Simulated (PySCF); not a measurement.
# Vibration and rotation of BeBr

PBE0 constants of BeBr, ²Σ⁺ (doublet), unpaired electrons σ ↑ (Be cc-pVTZ, Br cc-pVTZ-PP with ECP10; scalar-relativistic core potentials (PySCF 2.14); masses 9.0122 and 78.9183 u):

| Property | Result |
| --- | --- |
| ωe | 710.2 cm⁻¹ |
| ωexe | 3.81 cm⁻¹ |
| Be | 0.54315 cm⁻¹ |
| αe | 0.00450 cm⁻¹ |
| De to Be + Br | 3.63 eV |

**Question.** What force constant and bond length do these constants imply?

**Answer.** Reduced mass μred = 8.0885 u; k = 5.8918×10⁻⁷·μred·ωe² (u, cm⁻¹, mdyn/Å) = 2.40 mdyn/Å; Re = √(16.8576/(μred·Be)) (u, cm⁻¹, Å) = 1.959 Å.

**Question.** Estimate the centrifugal constant D from the Kratzer relation and find the Dunham coefficient a1.

**Answer.** D = 4Be³/ωe² = 1.27e-06 cm⁻¹; a1 = −1 − αeωe/(6Be²) = -2.81.

Spin–orbit coupling is left out. The state is the lowest determinant that a PBE0 search found; another state may lie lower at other levels.
